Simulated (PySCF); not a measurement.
C₂H₈F₂Si₂, SMILES CC([SiH2]F)[SiH2]F. Geometry: PBE-D3(BJ)/def2-SVP. The structure was generated by enumeration, and PubChem lists no compound with its InChIKey, so it may never have been made. One conformer was computed; it need not be the lowest.

Computed equilibrium geometry at PBE-D3(BJ)/def2-SVP (PySCF confirms it by a frequency run) as a Z-matrix (one conformer of several):
```
C
H 1 1.1152
C 1 1.5459 2 110.35
H 3 1.1093 1 111.64 2 -58.14
H 3 1.1096 4 107.22 1 122.13
H 3 1.1107 4 107.04 5 114.75
Si 1 1.8850 2 105.49 3 -122.46
F 7 1.6470 1 107.98 2 -160.85
H 7 1.4986 8 108.53 1 -121.51
H 7 1.5039 9 110.81 8 117.48
Si 1 1.8880 2 106.26 3 120.09
F 11 1.6461 1 108.56 2 75.11
H 11 1.4996 12 108.73 1 -120.53
H 11 1.5032 13 110.28 12 117.76
```
